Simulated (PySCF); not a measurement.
F$_{6}$Mo (SMILES [F][Mo]([F])([F])([F])([F])[F]), singlet, geometry from GFN2-xTB (such geometries of metal compounds can be far from the true shape) (core potentials on Mo); DF-PBE0/def2-SVP (PySCF).

Here is a job for PySCF.
```python
from pyscf import gto, scf, dft

mol = gto.M(
    atom='''
Mo    0.000000   -0.000000   -0.000000
F     1.038304   -0.438275   -1.321262
F    -1.038304    0.438275    1.321262
F    -1.103890    0.744977   -1.114599
F    -0.848084   -1.506260   -0.166820
F     0.848084    1.506260    0.166820
F     1.103890   -0.744977    1.114599
''',
    basis='def2-svp',
    ecp={'Mo': 'def2-svp'},
    charge=0,
    spin=0,
    verbose=4,
)

mf = dft.RKS(mol)
mf.xc = 'pbe0'
mf = mf.density_fit(auxbasis='def2-universal-jkfit')
mf.kernel()
```

Output, abridged:

```
PySCF version 2.14.0

[INPUT] verbose = 4
[INPUT] num. atoms = 7
[INPUT] num. electrons = 68
[INPUT] charge = 0
[INPUT] spin (= nelec alpha-beta = 2S) = 0
[INPUT] symmetry False subgroup None
[INPUT] Mole.unit = angstrom
[INPUT] Symbol           X                Y                Z      unit          X                Y                Z       unit  Magmom
[INPUT]  1 Mo     0.000000000000   0.000000000000   0.000000000000 AA    0.000000000000   0.000000000000   0.000000000000 Bohr   0.0
[INPUT]  2 F      1.038304000000  -0.438275000000  -1.321262000000 AA    1.962110194040  -0.828219717244  -2.496823318795 Bohr   0.0
[INPUT]  3 F     -1.038304000000   0.438275000000   1.321262000000 AA   -1.962110194040   0.828219717244   2.496823318795 Bohr   0.0
[INPUT]  4 F     -1.103890000000   0.744977000000  -1.114599000000 AA   -2.086049771646   1.407802499100  -2.106286848714 Bohr   0.0
[INPUT]  5 F     -0.848084000000  -1.506260000000  -0.166820000000 AA   -1.602646490626  -2.846418872387  -0.315244112100 Bohr   0.0
[INPUT]  6 F      0.848084000000   1.506260000000   0.166820000000 AA    1.602646490626   2.846418872387   0.315244112100 Bohr   0.0
[INPUT]  7 F      1.103890000000  -0.744977000000   1.114599000000 AA    2.086049771646  -1.407802499100   2.106286848714 Bohr   0.0

nuclear repulsion = 476.819575500999
number of shells = 47
number of NR pGTOs = 201
number of NR cGTOs = 115
basis = def2-svp
ecp = {'Mo': 'def2-svp'}

******** <class 'pyscf.df.df_jk.DFRKS'> ********
method = DFRKS
initial guess = minao
damping factor = 0
level_shift factor = 0
DIIS = <class 'pyscf.scf.diis.CDIIS'>
diis_start_cycle = 1
diis_space = 8
diis_damp = 0
SCF conv_tol = 1e-09
SCF conv_tol_grad = None
SCF max_cycles = 50
direct_scf = False
XC library pyscf.dft.libxc version 7.1.2
    S. Lehtola, C. Steigemann, M. J. T. Oliveira, and M. A. L. Marques,  SoftwareX 7, 1–5 (2018)
XC functionals = pbe0
    C. Adamo and V. Barone,  J. Chem. Phys. 110, 6158 (1999)
    M. Ernzerhof and G. E. Scuseria,  J. Chem. Phys. 110, 5029 (1999)
radial grids:
    Treutler-Ahlrichs [JCP 102, 346 (1995); DOI:10.1063/1.469408] (M4) radial grids

becke partition: Becke, JCP 88, 2547 (1988); DOI:10.1063/1.454033
pruning grids: <function nwchem_prune>
grids dens level: 3
symmetrized grids: False
atomic radii adjust function: <function treutler_atomic_radii_adjust>
small_rho_cutoff = 0
Set gradient conv threshold to 3.16228e-05
Initial guess from minao.
tot grids = 108016
******** <class 'pyscf.df.df.DF'> ********
auxbasis = def2-universal-jkfit
init E= -659.078857937124
  HOMO = -0.729645640670832  LUMO = -0.353198625714462  gap/eV = 10.24365
cycle= 1 E= -665.913787906481  delta_E= -6.83  |g|=  1.6  |ddm|= 3.48
  HOMO = -0.373708358034734  LUMO = -0.29346946772464  gap/eV = 2.18341
cycle= 2 E= -663.232395019192  delta_E= 2.68  |g|= 4.22  |ddm|= 3.46
  HOMO = -0.437113484667952  LUMO = -0.126184778362783  gap/eV = 8.46080
cycle= 3 E= -666.357696382176  delta_E= -3.13  |g|= 0.259  |ddm|= 2.67
  HOMO = -0.476561170584441  LUMO = -0.188452990926527  gap/eV = 7.83982
cycle= 4 E= -666.369628639805  delta_E= -0.0119  |g|= 0.0732  |ddm|= 0.28
  HOMO = -0.470026269088282  LUMO = -0.172542736607149  gap/eV = 8.09494
cycle= 5 E= -666.370756322169  delta_E= -0.00113  |g|= 0.00505  |ddm|= 0.0567
  HOMO = -0.470122386567225  LUMO = -0.172047720982142  gap/eV = 8.11102
cycle= 6 E= -666.370761324775  delta_E= -5e-06  |g|= 0.000205  |ddm|= 0.00375
  HOMO = -0.47014741799755  LUMO = -0.172104893432551  gap/eV = 8.11015
cycle= 7 E= -666.37076132759  delta_E= -2.82e-09  |g|= 0.000167  |ddm|= 0.000283
  HOMO = -0.47015633600058  LUMO = -0.172106023028592  gap/eV = 8.11036
cycle= 8 E= -666.370761332079  delta_E= -4.49e-09  |g|= 4.66e-05  |ddm|= 0.000107
  HOMO = -0.470156289636322  LUMO = -0.172110867712293  gap/eV = 8.11023
cycle= 9 E= -666.370761332488  delta_E= -4.09e-10  |g|= 5.52e-07  |ddm|= 3.46e-05
  HOMO = -0.470156253016899  LUMO = -0.172110889604332  gap/eV = 8.11023
Extra cycle  E= -666.37076133249  delta_E= -1.59e-12  |g|= 8.72e-07  |ddm|= 9.58e-07
converged SCF energy = -666.37076133249
```
